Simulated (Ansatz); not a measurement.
```yaml
crystal:
  periodic: [true, true, true]
  atoms:
    - {symbol: O, position_ang: [0.095382, 0.918571, -1.262107]}
    - {symbol: C, position_ang: [0.183849, 0.139409, -0.121091]}
    - {symbol: S, position_ang: [1.911486, -0.316088, 0.143692]}
    - {symbol: S, position_ang: [-0.928598, -1.290242, -0.370052]}
    - {symbol: Se, position_ang: [-0.267129, 1.174567, 1.524535]}
    - {symbol: H, position_ang: [-0.750873, 1.381769, -1.251376]}
    - {symbol: H, position_ang: [2.104709, -0.747915, -1.116271]}
    - {symbol: H, position_ang: [-0.650846, -1.900359, 0.792444]}
    - {symbol: H, position_ang: [-1.609381, 0.593989, 1.643226]}
basis:
  gaussian: {orbitals: cc-pVDZ}
hamiltonian: {xc: {name: r2SCAN}, dispersion: d3bj}
scf: {lower_state_search: off}
```

```sh
$ ansatz run in.yaml --threads 4 --pin off --events-out ev --progress --plain --max-ram 10444MiB
```

Question: How does Ansatz answer? (An estimate is asked.)

Answer: Computed: The program refused the input.
```
Error: YAML parse error: error: line 2 column 3: crystal: missing field `lattice` (a structure is typed as `lattice` and `atoms`, a molecule's as `atoms` in Å alone, or read from a run's directory, `checkpoint`)
 --> <input>:2:3
1 | crystal:
2 |   periodic: [true, true, true]
3 |   atoms:
4 |     - {symbol: O, position_ang: [0.095382, 0.918571, -1.262107]}
```
